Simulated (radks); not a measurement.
Species: Bi2+. Configuration: [Hg] 6p1 (the NIST ground configuration). All-electron calculation, Dirac Kohn-Sham, BLYP, spin-unpolarised, spherical densities, finite nucleus; open shells fill j = l - 1/2 first; Fermi nuclear charge, rms radius 5.5211 fm. Program: a radial shooting solver on a logarithmic mesh with Libxc functionals.

Unscreened Slater integrals over Kohn-Sham orbitals (hartree). Large and small components are both included. Empty in this configuration: 6p3/2.

integral,value
"F0(6p1/2,6p1/2)",0.36734
"F0(6p1/2,6s1/2)",0.39516
"G1(6p1/2,6s1/2)",0.26437
"F0(6p1/2,5d5/2)",0.44624
"G3(6p1/2,5d5/2)",0.060083
"F0(6p1/2,5d3/2)",0.44843
"G1(6p1/2,5d3/2)",0.066746
"F0(6p1/2,6p3/2)",0.34735
"G2(6p1/2,6p3/2)",0.18370
"F0(6s1/2,6s1/2)",0.43272
"F0(6s1/2,5d5/2)",0.50993
"G2(6s1/2,5d5/2)",0.11052
"F0(6s1/2,5d3/2)",0.51330
"G2(6s1/2,5d3/2)",0.10071
"F0(6s1/2,6p3/2)",0.36924
"G1(6s1/2,6p3/2)",0.21862
"F0(5d5/2,5d5/2)",0.72393
"F2(5d5/2,5d5/2)",0.37865
"F4(5d5/2,5d5/2)",0.25312
"F0(5d5/2,5d3/2)",0.73610
"F2(5d5/2,5d3/2)",0.38480
"G2(5d5/2,5d3/2)",0.38410
"G4(5d5/2,5d3/2)",0.25695
"F0(5d5/2,6p3/2)",0.40736
"F2(5d5/2,6p3/2)",0.12721
"G1(5d5/2,6p3/2)",0.047189
"G3(5d5/2,6p3/2)",0.040814
"F0(5d3/2,5d3/2)",0.74902
"F2(5d3/2,5d3/2)",0.39207
"F0(5d3/2,6p3/2)",0.40904
"F2(5d3/2,6p3/2)",0.12295
"G1(5d3/2,6p3/2)",0.041623
"G3(5d3/2,6p3/2)",0.037113
"F0(6p3/2,6p3/2)",0.33115
"F2(6p3/2,6p3/2)",0.18090
